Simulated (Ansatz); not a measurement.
Cost and result for the atomization energy of C2H6GaN, SMILES `C=[C](N)[GaH2]` (10 atoms, 9 bonds).

```xyz
10

C    -0.731   -0.805    0.963
C     0.099   -0.040    0.232
N     1.226    0.567    0.750
Ga   -0.319    0.129   -1.674
H    -0.596   -0.958    2.033
H    -1.567   -1.311    0.500
H     1.592    1.363    0.259
H     1.289    0.649    1.754
H     0.533    1.097   -2.578
H    -1.526   -0.692   -2.239
```

The species carries charge 0 and has multiplicity 1. Correlated methods include outer-core shells of Ga, which these sets cover unevenly. Scalar relativity is left out up to krypton. The structure was optimised at the PBE0-D4/def2-TZVP level. It is one conformer, not always the lowest. Program: Ansatz. All runs use 4 threads of an Arm Neoverse V1 on a shared host. Times are those of one run each, without the atoms' runs, and a repeat can differ threefold. Electronic energies, without spin–orbit coupling; frozen cores. CCSD(T)/CBS adds CCSD(T) − MP2 in def2-TZVPP to the MP2 limit, and its time is that of the two runs behind it. T1 = 0.013. With those shells the extrapolation isn't a true limit. B3LYP takes the VWN-RPA correlation (the form of Gaussian; ORCA's B3LYP/G).

CCSD(T)/CBS is a level of theory with its own doubt, some kJ/mol a heavy atom from the limit and from the frozen cores, so smaller differences don't rank the functionals.

```json
{"level": "LDA (SPW92)/def2-TZVPP", "functions": "225", "wall time": "1.2 s", "atomization (kJ/mol)": "3959.7", "difference from CCSD(T)/CBS": "519.2", "per bond": "57.7"}
{"level": "PBE0-D4/def2-TZVPP", "functions": "225", "wall time": "2.6 s", "atomization (kJ/mol)": "3451.6", "difference from CCSD(T)/CBS": "11.1", "per bond": "1.2"}
{"level": "BHLYP-D4/def2-TZVPP", "functions": "225", "wall time": "2.7 s", "atomization (kJ/mol)": "3340.7", "difference from CCSD(T)/CBS": "-99.8", "per bond": "-11.1"}
{"level": "B3LYP-D4/def2-TZVPP (with forces)", "functions": "225", "wall time": "4.1 s", "atomization (kJ/mol)": "3444.7", "difference from CCSD(T)/CBS": "4.2", "per bond": "0.5"}
{"level": "r2SCAN-D4/def2-TZVPP (with forces)", "functions": "225", "wall time": "4.7 s", "atomization (kJ/mol)": "3445.6", "difference from CCSD(T)/CBS": "5.1", "per bond": "0.6"}
{"level": "B2PLYP/def2-TZVPP", "functions": "225", "wall time": "4.8 s", "atomization (kJ/mol)": "3404.9", "difference from CCSD(T)/CBS": "-35.6", "per bond": "-4.0"}
{"level": "r2SCANh-D4/def2-TZVPP", "functions": "225", "wall time": "5 s", "atomization (kJ/mol)": "3423.3", "difference from CCSD(T)/CBS": "-17.2", "per bond": "-1.9"}
{"level": "CCSD(T)/def2-SVP", "functions": "104", "wall time": "5.5 s", "atomization (kJ/mol)": "3252.8", "difference from CCSD(T)/CBS": "-187.7", "per bond": "-20.9"}
{"level": "ωB97X-V/def2-TZVPP", "functions": "225", "wall time": "7.5 s", "atomization (kJ/mol)": "3451.1", "difference from CCSD(T)/CBS": "10.6", "per bond": "1.2"}
{"level": "ωB97M-V/def2-TZVPP (with forces)", "functions": "225", "wall time": "11 s", "atomization (kJ/mol)": "3445.2", "difference from CCSD(T)/CBS": "4.7", "per bond": "0.5"}
{"level": "MP2/def2-QZVPP", "functions": "440", "wall time": "21 s", "atomization (kJ/mol)": "3444.8", "difference from CCSD(T)/CBS": "4.3", "per bond": "0.5"}
{"level": "CCSD(T)/def2-TZVPP", "functions": "225", "wall time": "120 s", "atomization (kJ/mol)": "3356.1", "difference from CCSD(T)/CBS": "-84.4", "per bond": "-9.4"}
{"level": "CCSD(T)/CBS(def2)", "functions": "–", "wall time": "2.3 min", "atomization (kJ/mol)": "3440.5", "difference from CCSD(T)/CBS": "0.0", "per bond": "0.0"}
```

From r2SCAN to r2SCAN0 (25 % exact exchange), in def2-TZVPP and without D4, the atomization energy moves by −54.7 kJ/mol: exact exchange takes away binding that semilocal exchange gives to molecules. At CCSD(T), def2-SVP lies −187.7 kJ/mol from the extrapolated value and def2-TZVPP −84.4 kJ/mol: correlation converges slowly with the basis, and small sets miss more of it in the bonded molecule than in its fragments. Leaving LDA and LC-ωPBE aside and taking each functional with its dispersion term where it has one, the values, not all of them listed here, spread over 176.5 kJ/mol, from BHLYP-D4 to PBE-D4. LDA lies +461.8 kJ/mol from PBE without D4, its usual overbinding.
